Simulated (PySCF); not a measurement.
B(F)(OH)(OEt) (C2H6BFO2), SMILES O(B(F)O)CC. Geometry: PBE-D3(BJ)/def2-SVP. The values are those of a single conformer.

Q: Give the equilibrium geometry at PBE-D3(BJ)/def2-SVP (PySCF confirms it by a frequency run) as Cartesian coordinates in Å. (An estimate is asked for; the answer gives what the named calculation found.)

A: This is not unique; one that fits is 
```xyz
12

B     -0.2091     0.9212     0.1127
F     -0.2460     2.1728    -0.3868
O     -1.1929     0.4865     0.9628
H     -1.8472     1.1854     1.1359
O      0.8291     0.1281    -0.2533
C      0.9074    -1.2233     0.2075
C      0.0726    -2.1564    -0.6570
H      1.9797    -1.5063     0.1642
H      0.5829    -1.2846     1.2692
H      0.3746    -2.0805    -1.7207
H      0.2038    -3.2088    -0.3327
H     -1.0039    -1.9049    -0.5774
```
